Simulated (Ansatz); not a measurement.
C2H8SeSi can be A, `CC[Se][SiH3]`, or B, `C[Se]C[SiH3]`.

Isolated molecules relaxed with PBE0-D4/def2-TZVP in Ansatz; ΔE leaves out vibrations. CBS: MP2 limit from def2 TZ/QZ plus the TZ coupled-cluster correction, frozen cores. Functionals use def2-TZVPP. For Se outer-core shells are correlated without core-valence functions, which leaves a few kJ/mol of doubt a bond. Scalar relativity is left out up to krypton. One conformer a species, not always the lowest.

(1) Which is lower in electronic energy at CCSD(T)/CBS, and by how much? (Estimate.)

(2) Give E(B) − E(A) in kJ/mol with r2SCAN-D4, BLYP-D4, CCSD(T)/def2-TZVPP, CCSD/def2-TZVPP, B2PLYP, PBE0-D4, HF/def2-TZVPP. (An estimate is asked.)

(3) Does the order hold for the free energy at 298.15 K (harmonic terms from PBE0-D4)? (Best estimate.)

Largest T1 diagnostic: 0.009.

Answers

(1) The calculation gave: A, by 65.3 kJ/mol.

(2) Ansatz gave: r2SCAN-D4 66.7, BLYP-D4 61.4, CCSD(T)/def2-TZVPP 61.6, CCSD/def2-TZVPP 62.4, B2PLYP 63.4, PBE0-D4 67.7, HF/def2-TZVPP 68.8. None reverses the order clearly.

(3) Ansatz gave: Yes: G(B) − G(A) = +58.2 kJ/mol, for one conformer each. Modes under 60 cm⁻¹, often nearly free rotors, make the harmonic entropy too high.

From BLYP to BHLYP (50 % exact exchange), in def2-TZVPP and without D4, E(B) − E(A) moves by +5.0 kJ/mol. In def2-TZVPP, CCSD(T) changes the Hartree–Fock value by −7.2 kJ/mol (the triples alone add −0.7 kJ/mol) and MP2 by −5.9 kJ/mol.
